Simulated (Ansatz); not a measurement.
Basis-set extrapolation for CH₈BFSi₂, SMILES `B[SiH2][SiH2]CF` (PBE0-D4/def2-TZVP geometry, frozen core, Ansatz). Multiplicity 1, RHF reference.

```tsv
	def2-TZVPP	def2-QZVPP
HF	-744.544669	-744.569629
MP2 correlation	-0.782290	-0.842466
CCSD(T) correlation	-0.878815	not run
```

Energies in hartree. Use E(X) = E(∞) + A·exp(−7.88·√X) for Hartree–Fock and E(X) = E(∞) + B·X^(−2.97) for correlation, with X = 3 and 4, and add CCSD(T) minus MP2 of the smaller set to the MP2 limit.

Task: What is the CCSD(T) energy at the basis-set limit?

Result: HF limit: -744.569629 + (-0.024960) × 0.13774 = -744.57307. MP2 limit: -0.842466 + (-0.060176) × 0.74074 = -0.88704. Higher-order term: -0.878815 − (-0.782290) = -0.09652. Total: -745.55663 hartree, 3.62 eV below CCSD(T)/def2-TZVPP.
